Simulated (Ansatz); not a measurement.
## Abstraction of F: Ge(CH3)F3 + GaHF → Ge(CH3)F2 + GaHF2

Species: Ge(CH3)F3, singlet; GaHF `[F][GaH]`, doublet; Ge(CH3)F2, doublet; GaHF2 `[F][GaH][F]`, singlet. A radical takes F: the energy is the difference in strength between the Ge–F bond broken and the Ga–F bond made.

Shapes, held fixed at every level: PBE0-D4/def2-TZVP. Programs: Ansatz 0.2.0. The zero-point and thermal change to 298 K, harmonic and unscaled (PBE0-D4/def2-TZVP), is +1.1 kJ/mol.

Task: Estimate ΔH(298 K) of this reaction.

Result: The highest level, CCSD(T)/def2-TZVPP, gives ΔH(298 K) = +14.5 kJ/mol; the levels span +4.9 to +23.3. The column of differences is taken from that level and isn't an error. No measured value is set beside it here. Open shells run unrestricted. Relativity is left out for Ga, Ge. Outer-core shells of Ga, Ge are correlated in most correlated rows, in sets that cover them unevenly. Times are processor times on shared x86 and Arm servers, and rough.

```json
{"level": "MP2/def2-SVP", "kind": "perturbation theory", "ΔH(298 K) (kJ/mol)": "+10.9", "less CCSD(T)/def2-TZVPP": "-3.6", "CPU time (sum over the molecules)": "–"}
{"level": "HF/def2-TZVPP", "kind": "Hartree–Fock", "ΔH(298 K) (kJ/mol)": "+23.3", "less CCSD(T)/def2-TZVPP": "+8.8", "CPU time (sum over the molecules)": "–"}
{"level": "PBE-D4/def2-TZVPP", "kind": "GGA", "ΔH(298 K) (kJ/mol)": "+4.9", "less CCSD(T)/def2-TZVPP": "-9.6", "CPU time (sum over the molecules)": "17 s"}
{"level": "wB97M-V/def2-TZVPP", "kind": "range-separated hybrid", "ΔH(298 K) (kJ/mol)": "+11.4", "less CCSD(T)/def2-TZVPP": "-3.1", "CPU time (sum over the molecules)": "74 s"}
{"level": "wB97X-V/def2-TZVPP", "kind": "range-separated hybrid", "ΔH(298 K) (kJ/mol)": "+10.4", "less CCSD(T)/def2-TZVPP": "-4.1", "CPU time (sum over the molecules)": "60 s"}
{"level": "B2PLYP/def2-TZVPP", "kind": "double hybrid", "ΔH(298 K) (kJ/mol)": "+9.4", "less CCSD(T)/def2-TZVPP": "-5.1", "CPU time (sum over the molecules)": "36 s"}
{"level": "CCSD(T)/def2-SVP", "kind": "coupled cluster or CI", "ΔH(298 K) (kJ/mol)": "+11.4", "less CCSD(T)/def2-TZVPP": "-3.1", "CPU time (sum over the molecules)": "62 s"}
{"level": "CCSD(T)/def2-TZVPP", "kind": "coupled cluster or CI", "ΔH(298 K) (kJ/mol)": "+14.5", "less CCSD(T)/def2-TZVPP": "0.0", "CPU time (sum over the molecules)": "4 min"}
```
